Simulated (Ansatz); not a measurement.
C4H9O2 (SMILES COC[C](C)O), doublet, at a GFN2-xTB geometry. Base run: Ansatz (a first-principles code) with CCSD(T)/def2-SVP.

Input for Ansatz:
Ansatz 0.2 input:
```yaml
crystal:
  periodic: [false, false, false]
  atoms:
    - {symbol: C, position_ang: [2.53902793, -0.49047836, -0.22754881]}
    - {symbol: O, position_ang: [1.32893261, 0.07963565, 0.19137482]}
    - {symbol: C, position_ang: [0.21049801, -0.38095481, -0.53931007]}
    - {symbol: C, position_ang: [-1.01321548, 0.29660661, -0.01166368]}
    - {symbol: C, position_ang: [-2.35029139, -0.00113138, -0.58464030]}
    - {symbol: O, position_ang: [-0.98343622, 0.73017640, 1.29072745]}
    - {symbol: H, position_ang: [3.31802086, -0.06850358, 0.40443870]}
    - {symbol: H, position_ang: [2.74894643, -0.25040278, -1.27681134]}
    - {symbol: H, position_ang: [2.52436432, -1.58174326, -0.11233550]}
    - {symbol: H, position_ang: [0.14214938, -1.48858731, -0.44449065]}
    - {symbol: H, position_ang: [0.33134794, -0.16324556, -1.61430022]}
    - {symbol: H, position_ang: [-2.65772288, -1.03900354, -0.40227257]}
    - {symbol: H, position_ang: [-3.08640883, 0.65241195, -0.12513176]}
    - {symbol: H, position_ang: [-2.34724513, 0.15742321, -1.66203616]}
    - {symbol: H, position_ang: [-0.05353769, 0.75890219, 1.55509863]}
basis:
  gaussian:
    orbitals: def2-SVP
magnetization: {spin_polarized: true, initial_magnetization: 1}
correlation: {method: ccsd_t}
```

The base run was repeated with changes; each row names its change, and settings that it needs were set with it.

```
change                    ΔE vs base (mEh)  MP2 correlation (Eh)  CC correlation without the perturbative part (Eh)  basis functions  core-seconds (rough)
------------------------  ----------------  --------------------  -------------------------------------------------  ---------------  --------------------
base                                 0.000              -0.90995                                           -0.97454              129                   200
method = bccd                       27.927              -0.90995                                           -0.97296              129                   200
lower_state_search = off             0.000              -0.90995                                           -0.97454              129                   200
diis_vectors = 4                    -0.001              -0.90995                                           -0.97455              129                   200
method = ccsd                            …              -0.90995                                           -0.97454              129                    70
diis_vectors = 2                    -0.001              -0.90995                                           -0.97455              129                   200
```

Fill in the missing entries.


- method = ccsd, ΔE vs base (mEh): 26.345
